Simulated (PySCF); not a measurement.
Species: C₄H₄F₃S (doublet state).
Z-matrix (Å and degrees, GFN2-xTB geometry), rows numbered from 1:
```
C 
S   1  1.6886
C   2  1.7302  1  102.81
C   3  1.3391  2  123.17  1  -179.51
C   4  1.4880  3  122.11  2   179.90
F   5  1.3416  4  113.40  3     1.35
F   5  1.3479  4  112.23  3  -119.17
F   5  1.3472  4  112.26  3   121.96
H   1  1.0693  2  121.15  3     2.20
H   1  1.0684  2  117.24  3  -179.82
H   3  1.0801  2  115.38  1     0.44
H   4  1.0774  3  123.10  2     0.06
```

The hyperfine couplings belong to this conformer and change with its torsions.

Identity: `S(/C=C/C(F)(F)F)[CH2]` [radical].

Method used: UKS B3LYP, pcH-1 on C F H S, non-relativistic, mean-field spin-orbit, GIAO in PySCF. Geometry: GFN2-xTB, one conformer, isolated molecule. Couplings are sensitive to structure, and on GFN2-xTB geometries they can be far from those on DFT ones. The SCF solution wasn't tested for stability.

Q: Predict the first-order ENDOR lines of C1, C4, C3, C5, F6/F7/F8, H9, H10, H12 and H11 under fast tumbling at B = 347.9 mT (X band).

A: For S = 1/2 in fast tumbling each set of equivalent nuclei gives two lines, ν± = |νn ± a/2| to first order, with νn = g_N μN B/h and μN/h = 7.62259 MHz/T.

```csv
nuclei,isotope,g_N,νn (MHz),a_iso (MHz),lower line (MHz),upper line (MHz)
C1,13C,1.4048,3.73,78.85,35.70,43.15
C4,13C,1.4048,3.73,10.90,1.73,9.18
C3,13C,1.4048,3.73,-9.80,1.17,8.62
C5,13C,1.4048,3.73,-6.18,0.64,6.82
F6/F7/F8,19F,5.2577,13.94,15.79,6.05,21.84
H9,1H,5.5857,14.81,-55.49,12.93,42.56
H10,1H,5.5857,14.81,-55.29,12.83,42.46
H12,1H,5.5857,14.81,-8.62,10.50,19.12
H11,1H,5.5857,14.81,1.81,13.91,15.72
```

The rows for 13C, of low natural abundance, apply to labelled samples.

Q: Which pairs are centred on the nuclear Larmor frequency, and which on half the coupling?

A: Centred on νn, since |a| < 2νn: C5, F6/F7/F8, H12 and H11. Centred on |a|/2 and split by 2νn: C1, C4, C3, H9 and H10.

Q: At what field would the lower line of H12 fall to zero frequency?

A: Where νn = |a|/2, that is B = 4.31 MHz/(5.5857 × 7.62259 MHz/T) = 101 mT, as far as first order holds there.

Class means assume fast exchange of nuclei equivalent by connectivity; if that motion is slow, each nucleus keeps its own coupling. H9 and H10 aren't averaged: C1 is flat or nearly so (angle sum 360°), and its turn about the short C1–S2 bond (1.69 Å) is taken as slow. The three 19F nuclei of mean +15.8 MHz run from -0.6 to 24.7 MHz in the frozen geometry.
